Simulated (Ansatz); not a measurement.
The pair A = GeH4 (SMILES [GeH4]) (first 5 atoms), B = CH4S (SMILES CS); geometry from B3LYP-D3(BJ)/def2-TZVP.
(charge 0, multiplicity 1):
```xyz
11

Ge    -0.00003     0.13432     0.16205
H     -1.52394     0.28526     0.22581
H      0.41839    -1.23619     0.71576
H      0.68099     1.24488     0.97313
H      0.45959     0.23236    -1.30489
C      1.05853    -0.29820     3.99155
S     -0.75247    -0.22582     3.80856
H      1.52855    -0.69742     3.09514
H      1.38948     0.72918     4.13302
H      1.34382    -0.88383     4.86276
H     -0.95362    -1.54037     3.62257
```

Frozen-core correlation. Filled d and f shells under p-block atoms count as core. MP2 and its Hartree–Fock in def2-QZVPPD, def2-TZVPPD are density fitted.

Programs: Ansatz (Gaussian basis) for Hartree–Fock, density functionals and correlated methods. Values without a source in brackets are computed.

The counterpoise-corrected interaction energy is E(AB) − E(A in the pair's basis) − E(B in the pair's basis). Total energies (hartree):

```tsv
level	AB	A in the pair's basis	B in the pair's basis
HF/def2-TZVPPD	-2515.4312518	-2077.6795954	-437.7531253
MP2/def2-TZVPPD	-2515.9404005	-2077.8190750	-438.1185643
HF/def2-QZVPPD	-2515.4862063	-2077.7217133	-437.7659639
MP2/def2-QZVPPD	-2516.0294543	-2077.8694552	-438.1569060
MP2/def2-SVPD	-2515.4132776	-2077.5330150	-437.8779356
CCSD(T)/def2-SVPD	-2515.4914005	-2077.5658615	-437.9234086
```

Work out the counterpoise-corrected interaction energy at the basis-set limit: extrapolate the MP2 correlation part as X⁻³, take Hartree–Fock from the larger set, and add the CCSD(T) − MP2 difference of def2-SVPD.


1. Differences (1 hartree = 627.509 kcal/mol): HF/def2-TZVPPD 0.922; MP2/def2-TZVPPD -1.733; HF/def2-QZVPPD 0.923; MP2/def2-QZVPPD -1.941; MP2/def2-SVPD -1.460; CCSD(T)/def2-SVPD -1.337.
2. Correlation parts, MP2 less HF: -2.654 in def2-TZVPPD (X = 3), -2.864 in def2-QZVPPD (X = 4).
3. Limit (4³·(-2.864) − 3³·(-2.654))/(4³ − 3³) = -3.017; with HF/def2-QZVPPD it gives -2.094.
4. CCSD(T) less MP2 in def2-SVPD: 0.123.
Result: -1.97 kcal/mol, against -1.73 at MP2/def2-TZVPPD. It is an estimate of this method's limit, not of the exact value.

Ansatz is an electronic-structure program.
